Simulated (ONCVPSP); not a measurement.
**What one change does to a pseudopotential (beryllium (Be), ONCV)**

```json
{"Element": "beryllium", "Generator": "ONCVPSP 4.0.1", "Type": "optimised norm-conserving Vanderbilt (ONCV)", "Functional": "PBE", "Relativity": "scalar-relativistic", "Frozen core": "none", "Valence charge": "4", "Reference configuration": "1s2 2s2", "Partial waves": "1s+2s: rc 0.65 bohr, ncon 5, nbas 9, qcut 19.8 1/bohr, 3 projectors, debl 1.9 Ha; p scattering state at 0.06 Ha: rc 0.50 bohr, ncon 4, nbas 7, qcut 19.7 1/bohr, 2 projectors, debl 1.3 Ha; d scattering state at 0.02 Ha: rc 0.50 bohr, ncon 3, nbas 7, qcut 16.2 1/bohr, 2 projectors, debl 0.8 Ha", "Local potential": "polynomial inside 0.40 bohr (lpopt 2, dvloc0 -1 Ha)", "Core correction": "none"}
```

All-electron outer shells of the reference configuration (PBE, scalar-relativistic, ld1.x):

```tsv
shell	level (eV)	outermost node (bohr)	outermost maximum (bohr)
1s	-106.21	–	0.27
2s	-5.61	0.59	2.04
```

Change: d: rc 0.38; local potential polynomial inside 0.38 bohr (lpopt 2, dvloc0 -1 Ha).

Cutoffs: the cutoffs (Ha) at which the residual kinetic energy of the hardest occupied pseudo-wave falls to 1 and 0.1 mHa per electron; they do not see the model core or the augmentation charge, which bear on the density cutoff. Errors are all-electron minus pseudo energies relative to the spin-unpolarised reference configuration.

**Question.** What does the change do?

**Answer.** The potential gets neither clearly harder nor softer (142 Ha and 167 Ha → 142 Ha and 167 Ha); a bound ghost appears in d, which as a rule spoils a file; the lowest positive-energy flag moves from d at 37.2 eV to none; the errors of the 4 common tests hardly move.

```csv
quantity,base,changed
"cutoff, loose",142 Ha,142 Ha
"cutoff, tight",167 Ha,167 Ha
bound ghosts,none,d
GHOST(+) flags under 300 eV,d at 37.2 eV,none
"error for 1s2 2s1, meV [ΔE 9.55 eV]",0.0,-0.1
"error for 1s2 2s0, meV [ΔE 27.50 eV]",+1.0,+0.9
"error for 1s2 2s1.5, meV [ΔE 3.76 eV]",-0.1,-0.1
"error for 1s1 2s2, meV [ΔE 128.28 eV]",+356,+356
s: phases at 0.66 bohr within 0.05 rad from the reference energy up to (Ha; the scan ends near 5),to the end of the scan,to the end of the scan
p: phases at 0.51 bohr within 0.05 rad from the reference energy up to (Ha; the scan ends near 5),to the end of the scan,to the end of the scan
```

 A true bound ghost makes a file unfit for plane-wave use even where its test errors are small: the radial tests pick states by their node count and pass the ghost by.
